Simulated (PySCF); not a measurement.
ClGaH₂O₂. Atoms are numbered in the order given.

```xyz
6

Ga    -0.0021     0.3030     0.0000
Cl    -0.0486    -1.8401     0.0000
O     -1.5384     1.1905     0.0000
H     -1.4129     2.1496     0.0000
O      1.5368     1.1983     0.0000
H      2.3179     0.6290     0.0000
```
Charge 0, spin multiplicity 1.

Geometry optimised at B3LYP-D3(BJ)/def2-SVP. One conformer was computed; it need not be the lowest.

The numbers are results of PBE0/def2-TZVPD run with PySCF, not measurements.

Symmetry labels are those of the subgroup Cs that the program uses (full group Cs).

Computed valence orbital energies around the gap with their symmetry:
```csv
orbital,symmetry,energy (eV)
HOMO−7,A',-13.81
HOMO−6,A',-11.87
HOMO−5,A',-10.30
HOMO−4,A',-10.13
HOMO−3,A",-10.13
HOMO−2,A",-9.38
HOMO−1,A",-9.32
HOMO,A',-9.30
LUMO,A',-1.59
LUMO+1,A",-0.41
LUMO+2,A',0.40
LUMO+3,A',0.63
```
